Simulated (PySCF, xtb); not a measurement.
AlH2, SMILES [AlH2+], charge +1.

Harmonic wavenumbers (cm⁻¹) from GFN2-xTB in xtb at its own minimum, in rising order: 521, 521, 1807, 1958.

Q: What does ωB97X-D3(BJ)/def2-TZVPD in PySCF give at its own minimum? (The exact figures need the calculation; the answer reports its results.)

A: 572, 572, 2057, 2141. Paired by order, the mean absolute difference is 134 cm⁻¹ and the zero-point energies are 6.9 and 7.6 kcal/mol.
